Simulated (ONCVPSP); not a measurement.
## Pseudopotential generation for Ce (Z = 58): ONCV, LDA (Perdew-Zunger), fully relativistic.

- Element: Ce
- Generator: ONCVPSP 4.0.1
- Type: optimised norm-conserving Vanderbilt (ONCV)
- Functional: LDA (Perdew-Zunger)
- Relativity: fully relativistic
- Frozen core: [Kr] 4d10
- Valence charge: 12
- Reference configuration: 4f1 5s2 5p6 5d1 6s1.75 (charge +0.25)
- Partial waves: 5s+6s: rc 2.15 bohr, ncon 3, nbas 8, qcut 5.9 1/bohr, 2 projectors; 5p: rc 2.25 bohr, ncon 5, nbas 9, qcut 5.1 1/bohr, 2 projectors, debl 3 Ha; 5d: rc 2.75 bohr, ncon 4, nbas 8, qcut 3 1/bohr, 2 projectors, debl 1.8 Ha; 4f: rc 1.85 bohr, ncon 4, nbas 9, qcut 10.1 1/bohr, 2 projectors, debl 3.8 Ha
- Local potential: polynomial inside 1.20 bohr (lpopt 5, dvloc0 4 Ha)
- Core correction: none

Open shells are filled in proportion to 2j + 1.

Question: Does the generator finish with these settings?

Answer: Yes, a potential is produced and its reference levels are reproduced.

Question: Estimate the cutoffs (Ha) at which the residual kinetic energy of the hardest occupied pseudo-wave falls to 1 and 0.1 mHa per electron.

Answer: 40 Ha and 44 Ha.

Question: Does the potential have ghost states?

Answer: Ghosts flagged at negative energy: s at -26.8 eV, d5/2 at -277.0 eV; GHOST(+) flagged for d3/2 at 0.57 eV, p3/2 at 137.7 eV, p1/2 at 142.7 eV. A true bound ghost makes a file unfit for plane-wave use.

Question: Which valence shell sets the plane-wave cutoff?

Answer: 4f: 40 Ha for 1 mHa per electron, against 11 Ha for 5s.

Question: Tests: 4f1 5s2 5p6 5d1 6s2; 4f1 5s2 5p6 5d1 6s1; 4f1 5s2 5p6 5d1 6s0; 4f1 5s2 5p6 5d1 6s0 6p2. Which has the largest error in its energy relative to the reference configuration, and how large is it?

Answer: 4f1 5s2 5p6 5d1 6s0 6p2, with +2.6 meV (all-electron minus pseudo) on +4.07 eV.
